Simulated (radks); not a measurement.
Initial-state core-level shifts of neutral thallium when its valence configuration changes from [Hg] 6p1. Method: scalar-relativistic Kohn-Sham, PBE, spin-polarised, spherical densities, finite nucleus; open shells are filled with parallel spins first (spin-orbit coupling, left out, can overturn this in heavy ions); Fermi nuclear charge, rms radius 5.4759 fm; computed with a radial shooting solver on a logarithmic mesh with Libxc functionals. Shifts are changes of the shell-averaged eigenvalues in eV (positive: less bound); the change of the density at the nucleus, which sets a Mossbauer isomer shift, is in e/bohr^3, on a base of 2.72e+06.

valence                          2p       3s       4p       5p  density at nucleus
[Xe] 4f13 5d10 6s2 6p2      -20.526  -22.806  -19.254   -8.315              +261.0
[Xe] 4f13 5d10 6s1 6p3      -21.945  -24.245  -20.701   -9.759               +25.9
[Xe] 4f14 5d9 6s2 6p2        -5.710   -5.653   -5.596   -5.052               +72.7
[Xe] 4f14 5d8 6s2 6p3       -11.439  -11.303  -11.167   -9.938              +147.1
[Xe] 4f13 5d9 6s2 6p3       -26.447  -28.645  -24.999  -13.358              +338.2
[Xe] 4f14 5d10 6p3           -3.377   -3.411   -3.427   -3.447              -409.9
[Xe] 4f12 5d8 6s2 6p5       -54.914  -59.302  -51.475  -27.327              +698.6
[Xe] 4f13.5 5d10 6s2 6p1.5  -10.158  -11.288   -9.563   -4.149              +128.9
[Xe] 4f14 5d10 6s1 6p2       -1.621   -1.640   -1.649   -1.665              -199.5
